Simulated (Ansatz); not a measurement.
Relaxation of Cl₂FH₄OPZr (10 atoms, charge 0, multiplicity 1), to a largest force component of 0.03 eV/Å in at most 50 steps.

The calculation used RKS PBE-D4/def2-SVP (Ansatz).

```xyz
10
Properties=species:S:1:pos:R:3
Zr 0.336 0.422 -0.468
Cl 0.870 -0.929 2.956
F 1.880 -0.696 -0.528
Cl -0.028 1.419 -2.576
O -1.308 -0.304 0.169
H -1.896 -0.948 0.592
P 0.883 2.308 1.208
H 2.054 2.743 0.491
H -0.003 3.284 0.629
H 0.877 0.412 3.010
```

Q: Where does it end, and by what steps?

A: The run converged. The force dipped under the threshold on the way, but the program's further checks kept it going. After 30 steps the energy has fallen by 1.766 eV; H10 moved furthest, 1.94 Å. Parted: Cl2–H10 (1.34 → 3.70 Å). Joined: Zr1–Cl2 (3.72 → 2.39 Å), P7–H10 (2.62 → 1.43 Å).

| step | energy less start (eV) | largest force component (eV/Å) | accepted |
| --- | --- | --- | --- |
| 0 | 0.0000 | 0.833 | yes |
| 2 | -0.0499 | 0.104 | yes |
| 4 | -0.0681 | 0.230 | yes |
| 6 | -0.0752 | 0.427 | no |
| 8 | -0.0847 | 0.259 | yes |
| 10 | -0.0882 | 0.143 | yes |
| 12 | -0.1296 | 0.624 | yes |
| 14 | -0.5544 | 1.357 | yes |
| 16 | -1.2082 | 0.699 | yes |
| 18 | -1.5301 | 0.587 | yes |
| 20 | -1.6659 | 0.538 | yes |
| 22 | -1.7214 | 0.546 | yes |
| 24 | -1.7562 | 0.157 | yes |
| 26 | -1.7645 | 0.046 | yes |
| 28 | -1.7662 | 0.024 | yes |
| 30 | -1.7664 | 0.015 | yes |

```xyz
10
Properties=species:S:1:pos:R:3
Zr 0.584 -0.339 -0.165
Cl 2.136 -0.771 1.605
F 0.804 -1.951 -1.171
Cl 1.087 1.258 -1.875
O -1.257 -0.414 0.346
H -2.176 -0.696 0.459
P 0.584 2.189 1.310
H 1.828 2.891 1.346
H -0.233 3.297 0.917
H 0.307 2.248 2.714
```

Whether the end is a true minimum wasn't checked by a vibrational analysis.

The run took 36 s on 4 threads of Intel(R) Xeon(R) 6975P-C (Granite Rapids) (shared host), peak memory 0.23 GiB.
